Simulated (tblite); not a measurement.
A tight-binding relaxation on `[SiH3]/C=C(/[SiH3])O[SiH2]S[SiH3]`.

Computed with GFN2-xTB geometry optimisation, gas phase (tblite 0.8.0). Start geometry: from a force field or distance geometry. A driver script takes a list of jobs; this job's settings line and coordinates (Å) are shown.

Command:
```bash
OMP_NUM_THREADS=1 python probes_run.py task.json out
```

Input:
```
{"job": {"kind": "relax", "xc": "GFN2-xTB", "basis": "xTB"}, "charge": 0, "multiplicity": 1}
Si    -2.655200     1.990800    -0.186300
C     -2.716500     0.159700    -0.383100
C     -1.549300    -0.503000    -0.349300
Si    -1.555000    -2.324700    -0.544700
O     -0.411800     0.251900    -0.183700
Si     1.168600    -0.161600    -0.669300
S      2.358700    -0.138300     1.141400
Si     4.358500     0.549900     0.758100
H     -2.008000     2.603200    -1.353900
H     -4.031200     2.454300    -0.013700
H     -1.879400     2.306700     1.014000
H     -3.650700    -0.389600    -0.495900
H     -1.516300    -2.898000     0.821500
H     -2.873200    -2.689400    -1.116100
H     -0.538900    -2.832400    -1.427000
H      1.652200     0.939900    -1.538900
H      1.319600    -1.436900    -1.344100
H      4.375600     1.795700    -0.025400
H      5.048600    -0.475000    -0.044400
H      5.098700     0.807700     1.995800
```

Output:
```
step      E/eV     max force
  0    -672.05407    2.170
  1    -672.19925    1.120
  2    -672.25255    0.842
  3    -672.28242    0.551
  4    -672.34057    0.444
  5    -672.36005    0.371
  6    -672.37659    0.383
  7    -672.38933    0.297
  8    -672.40494    0.330
  9    -672.41868    0.276
... (177 lines left out)
187    -672.56148    0.022
188    -672.56160    0.028
189    -672.56169    0.029
190    -672.56178    0.024
191    -672.56187    0.020
192    -672.56194    0.017
193    -672.56198    0.014
194    -672.56200    0.012
195    -672.56202    0.010
196    -672.56204    0.010
```

«max force» is the largest atomic force in eV/Å.

Question: From which step on does the largest force stay under 0.1 eV/Å, and how much energy is left to gain from there?

Answer: From step 90 (0.055 eV/Å), 29.2 meV above the end.

Summary of the converged run: energy lowered by 11.7 kcal/mol over 196 steps; largest atomic force 0.010 eV/Å at the end.

Hardware: Arm Neoverse N1, one thread, on a shared host. Cost: 4.4 s wall.
Labels such as C1 count atoms from 1, the log's own numbers from 0.
